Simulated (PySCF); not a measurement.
**Radial density of Sn⁴⁴⁺ (tin, charge +44)**

UHF, [He] 2s2 2p2, high-spin 3P determinant. All numbers are calculated (PySCF 2.14, the non-relativistic Hamiltonian (point nucleus), in an uncontracted even-tempered set (17 s from 20 bohr⁻², ratio 2.2; 10 p from 26 bohr⁻², ratio 2.2; 5 d from 99 bohr⁻², ratio 2.4; 5 f from 150 bohr⁻², ratio 2.4; 4 g from 220 bohr⁻², ratio 2.4)).

```json
{"r (bohr)": "0.000522", "4πr²ρ (e/bohr)": "0.2836", "4πr²(ρα − ρβ)": "0.0000"}
{"r (bohr)": "0.000878", "4πr²ρ (e/bohr)": "0.7745", "4πr²(ρα − ρβ)": "0.0000"}
{"r (bohr)": "0.00148", "4πr²ρ (e/bohr)": "2.064", "4πr²(ρα − ρβ)": "0.0001"}
{"r (bohr)": "0.00248", "4πr²ρ (e/bohr)": "5.279", "4πr²(ρα − ρβ)": "0.0007"}
{"r (bohr)": "0.00418", "4πr²ρ (e/bohr)": "12.60", "4πr²(ρα − ρβ)": "0.0053"}
{"r (bohr)": "0.00703", "4πr²ρ (e/bohr)": "26.79", "4πr²(ρα − ρβ)": "0.0372"}
{"r (bohr)": "0.0118", "4πr²ρ (e/bohr)": "46.84", "4πr²(ρα − ρβ)": "0.2346"}
{"r (bohr)": "0.0199", "4πr²ρ (e/bohr)": "59.11", "4πr²(ρα − ρβ)": "1.2644"}
{"r (bohr)": "0.0335", "4πr²ρ (e/bohr)": "45.40", "4πr²(ρα − ρβ)": "5.2265"}
{"r (bohr)": "0.0563", "4πr²ρ (e/bohr)": "28.84", "4πr²(ρα − ρβ)": "13.9443"}
{"r (bohr)": "0.0947", "4πr²ρ (e/bohr)": "35.67", "4πr²(ρα − ρβ)": "17.9215"}
{"r (bohr)": "0.159", "4πr²ρ (e/bohr)": "17.39", "4πr²(ρα − ρβ)": "6.7518"}
{"r (bohr)": "0.268", "4πr²ρ (e/bohr)": "0.9789", "4πr²(ρα − ρβ)": "0.3234"}
{"r (bohr)": "0.450", "4πr²ρ (e/bohr)": "0.002035", "4πr²(ρα − ρβ)": "0.0005"}
```

A non-relativistic calculation at this Z misses sizeable relativistic shifts. Spin-orbit coupling is strong in this species (close to jj coupling), so the high-spin LS determinant is a model state, not a physical level.
